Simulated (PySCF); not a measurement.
## Structure elucidation problem

Molecular formula: CH$_{3}$Cl$_{3}$Si. Simulated spectra:

¹H NMR (500 MHz, computed): δ 0.84 (s, 3H).

¹³C{¹H} NMR (computed): δ 11.1 (CH3).

- coordinates at the PBE0-D3(BJ)/def2-TZVP level
- GIAO B97-2/pcSseg-2 shieldings
- code: PySCF 2.14
- single conformer, no relativistic terms, equivalent nuclei averaged, no solvent model

Referencing at the same level of theory: ¹H (σ = 31.64 ppm), ¹³C (σ = 185.38 ppm) vs TMS.

**Question.** Propose a structure and justify it.

**Answer.** 
- Rings plus π bonds: 0.
- Carbon types of the structure: 1 × CH3, which accounts for all hydrogens.
- δC 11.1: methyl carbon bonded to Si; an electropositive neighbour leaves it electron-rich and shielded.
- δH 0.84: hydrogen on a methyl carbon bonded to Si; an electropositive neighbour shields it, as in TMS itself.

Structure: Methyltrichlorosilane (SMILES C[Si](Cl)(Cl)Cl).

The data come from this structure; uniqueness wasn't tested.

Shifts are as computed. Against solution values, carbons near 30 ppm lie about +3 ppm off and those near 130 ppm about +7 ppm. Of 1211 compounds with measured shifts, 218 miss one by over three times the rms of a fit or turn the order of signals round; such compounds aren't used in these exercises.
